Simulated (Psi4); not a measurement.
rubidium atom (Rb), doublet (core potentials on Rb). Base run: CAM-B3LYP/def2-TZVP run with Psi4.

The Psi4 input:
```
memory 2 GB

molecule {
0 2
Rb    0.00000000    0.00000000    0.00000000
}

set {
  basis def2-tzvp
  reference uks
}

energy('cam-b3lyp')
print_variables()
```

The base run was repeated with changes; each row names its change, and settings that it needs were set with it.

| change | basis functions | E (Eh) |
|---|---|---|
| base | 33 | -24.05994 |
| basis = def2-SVP | 24 | -24.05963 |
| basis = def2-SV(P) | 24 | -24.05963 |
| basis = def2-SVPD | 27 | -24.05964 |
| basis = def2-TZVPD | 33 | -24.05994 |
| basis = def2-TZVPP | 40 | -24.05994 |
| basis = def2-QZVP | 49 | -24.06049 |
| basis = def2-QZVPP | 63 | -24.06049 |

Totals compare only among sets that treat the same electrons; sets with core potentials leave the core out.

Open shells are given as the SCF converged; they aren't shown to be the lowest states, and a large step between rows can be another state.
